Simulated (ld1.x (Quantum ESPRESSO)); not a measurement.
**In: one change to an RRKJ potential, before and after**

```json
{"Element": "indium (In)", "Generator": "ld1.x (Quantum ESPRESSO) 7.5", "Type": "norm-conserving RRKJ (Kleinman–Bylander form)", "Functional": "PBEsol", "Relativity": "scalar-relativistic", "Frozen core": "[Kr]", "Valence charge": "13", "Reference configuration": "4d10 5s2 5p1", "Partial waves": "5p (bound): rc 2.30 bohr; 4d (bound): rc 1.30 bohr; 5s (bound): rc 1.80 bohr", "Local potential": "the s channel", "Core correction": "a·sin(br)/r model core inside 1.00 bohr"}
```

All-electron outer shells of the reference configuration (PBEsol, scalar-relativistic, ld1.x):

```
shell  level (eV)  outermost node (bohr)  outermost maximum (bohr)
   4s     -119.51                   0.41                      0.77
   4p      -78.02                   0.42                      0.82
   4d      -18.59                   0.40                      0.94
   5s       -8.25                   1.02                      2.16
   5p       -2.52                   1.14                      2.85
```

Change: wave 5p (bound): rc 2.30 bohr becomes 5p (bound): rc 3.22 bohr.

Cutoffs: the cutoffs (Ry, on a coarse ladder) from which the occupation-weighted sum of valence levels, in a spherical-Bessel basis at the reference potential, stays within 10 and 1 mRy of its value at 400 Ry; they do not see the model core or the augmentation charge, which bear on the density cutoff. Errors are all-electron minus pseudo energies relative to the spin-unpolarised reference configuration.

Q: What does the change do?

A: The potential gets neither clearly harder nor softer (80 Ry and 100 Ry → 80 Ry and 100 Ry); the d channel sets the loose cutoff, while the largest relative change is in p, which becomes softer; of the 7 tests that both files solve, the error grows in 0 and shrinks in 2 by more than 15 % and 0.3 meV (median size 3.3 → 3.7 meV); neither file shows a bound ghost.

```csv
quantity,base,changed
"cutoff, loose",80 Ry,80 Ry
"cutoff, tight",100 Ry,100 Ry
loose cutoff by channel (10 mRy a level),"p 8 Ry, d 70 Ry, s 18 Ry","p 6 Ry, d 70 Ry, s 18 Ry"
bound ghosts,none,none
"error for 4d10 5s2 5p0, meV [ΔE 5.36 eV]",-2.8,-1.9
"error for 4d10 5s1 5p0, meV [ΔE 24.64 eV]",-13,-11
"error for 4d10 5s0 5p0, meV [ΔE 52.90 eV]",-61,-58
"error for 4d10 5s2 5p0.5, meV [ΔE 1.94 eV]",-0.7,-0.6
"error for 4d10 5s1 5p2, meV [ΔE 5.88 eV]",-3.2,-3.3
"error for 4d10 5s1 5p1, meV [ΔE 12.01 eV]",-3.3,-3.7
"error for 4d9 5s2 5p2, meV [ΔE 18.26 eV]",-298,-287
```
